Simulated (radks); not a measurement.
Ba I, 56 electrons, occupied as [Kr] 4d10 5s1 5p6 6s2 5d1 (not the ground configuration).

Calculated with a radial shooting solver on a logarithmic mesh with Libxc functionals: Dirac Kohn-Sham, PBE, spin-unpolarised, spherical densities, finite nucleus; open shells fill j = l - 1/2 first; Fermi nuclear charge, rms radius 4.8378 fm.

Energy parts (hartree):
total: -8137.8006
kinetic: 8686.3360
electron-nucleus: -19782.7643
Hartree: 3156.6231
exchange-correlation: -197.9953

Orbitals (lengths in bohr, moments of r in powers of bohr; <r^-3> diverges for s and p1/2):
| orbital | occ. | eigenvalue (hartree) | <r^-3> | <r> | small-component weight |
|---|---|---|---|---|---|
| 1s1/2 | 2 | -1368.204 | - | 0.02558 | 4.28e-02 |
| 2s1/2 | 2 | -216.3137 | - | 0.1093 | 9.23e-03 |
| 2p1/2 | 2 | -203.7775 | - | 0.09193 | 9.27e-03 |
| 2p3/2 | 4 | -189.7488 | 6295 | 0.09793 | 8.75e-03 |
| 3s1/2 | 2 | -45.78917 | - | 0.2916 | 2.79e-03 |
| 3p1/2 | 2 | -40.52631 | - | 0.2815 | 2.73e-03 |
| 3p3/2 | 4 | -37.81458 | 1247 | 0.2934 | 2.59e-03 |
| 3d3/2 | 4 | -28.57986 | 202.6 | 0.2644 | 2.47e-03 |
| 3d5/2 | 6 | -28.00183 | 185.5 | 0.2681 | 2.43e-03 |
| 4s1/2 | 2 | -9.10865 | - | 0.6737 | 8.41e-04 |
| 4p1/2 | 2 | -7.19473 | - | 0.6965 | 7.77e-04 |
| 4p3/2 | 4 | -6.62902 | 261.0 | 0.7236 | 7.32e-04 |
| 4d3/2 | 4 | -3.50113 | 34.47 | 0.7929 | 5.92e-04 |
| 4d5/2 | 6 | -3.40472 | 31.29 | 0.8027 | 5.80e-04 |
| 5s1/2 | 1 | -1.33563 | - | 1.617 | 1.83e-04 |
| 5p1/2 | 2 | -0.82795 | - | 1.823 | 1.45e-04 |
| 5p3/2 | 4 | -0.74714 | 37.03 | 1.903 | 1.34e-04 |
| 5d3/2 | 1 | -0.11557 | 2.223 | 3.073 | 5.45e-05 |
| 5d5/2 | 0 | -0.10950 | 1.979 | 3.137 | 5.24e-05 |
| 6s1/2 | 2 | -0.13235 | - | 4.520 | 2.42e-05 |

The highest occupied level is 5d3/2 at -3.145 eV. The density falls to 0.001 e/bohr^3 at r = 5.54 bohr.
